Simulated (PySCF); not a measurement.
An elementary step

Start structure (SiH$_{2}$Cl$_{2}$O, closed shell), relaxed at PBE0-D4/def2-TZVP:

| atom | x (Å) | y (Å) | z (Å) |
| --- | --- | --- | --- |
| Si1 | 1.7837 | -0.6147 | 0.0428 |
| O2 | 0.3032 | -0.4249 | -0.6864 |
| H3 | -1.3380 | 0.4102 | -0.0577 |
| Cl4 | -2.4937 | 0.9258 | 0.2051 |
| Cl5 | 1.3240 | 0.2677 | 1.8602 |
| H6 | 0.2356 | -0.7653 | -1.5847 |

The step: SiHClO ([OH][Si][Cl]) + HCl → SiH₂Cl₂O ([OH2][Si]([Cl])[Cl]); bonds formed: Si1–Cl4, O2–H3; bonds broken: H3–Cl4; bonds weakened to dative contacts: Si1–O2. Computed with PySCF 2.14 with density fitting (its default auxiliary sets; JK sets also for MP2 and CCSD(T)) (basis: def2-TZVPP and def2-QZVPP); correlated methods freeze the cores. Extrapolation: Hartree–Fock as exp(−7.88 √X), correlation as X^−2.97. Energies below are by CCSD(T) at an estimated basis limit (MP2 extrapolated from triple and quadruple zeta, plus CCSD(T) − MP2 in triple zeta).

(1) What are the electronic barrier and the energy of the step, from the start structure to the end structure? (An estimate is asked for; the value comes from the calculation.)

T1 diagnostic: at most 0.013.

Results:

(1) The calculation gives: Barrier 0.598 eV; step energy -0.264 eV (downhill); reverse barrier, their difference, 0.861 eV. Barrier and step energy count from the start structure, the reverse barrier from the end structure.

The saddle point: One imaginary mode of 712i cm⁻¹.
```
   pair  start (Å)  saddle (Å)  end (Å)
Si1–Cl4       4.55        2.57     2.14
  O2–H3       1.95        1.34     0.97
 Si1–O2       1.66        1.79     2.09
 H3–Cl4       1.29        1.46     3.40
```

Zero-point energy (harmonic, PBE0-D4): ZPE is 0.661 eV at the start and 0.624 eV at the saddle, so the barrier goes from 0.598 to 0.561 eV.

Labels in which every atom is bracketed show which atoms are joined, not bond orders.

For scale, one of the runs: CCSD(T)/def2-TZVPP, 185 basis functions, launched by `OMP_NUM_THREADS=4 python run.py`. Hardware: 4 CPU threads of a Oxide Virtual Turin-like, shared host. Wall time 4.1 min; peak host memory 2 GiB.
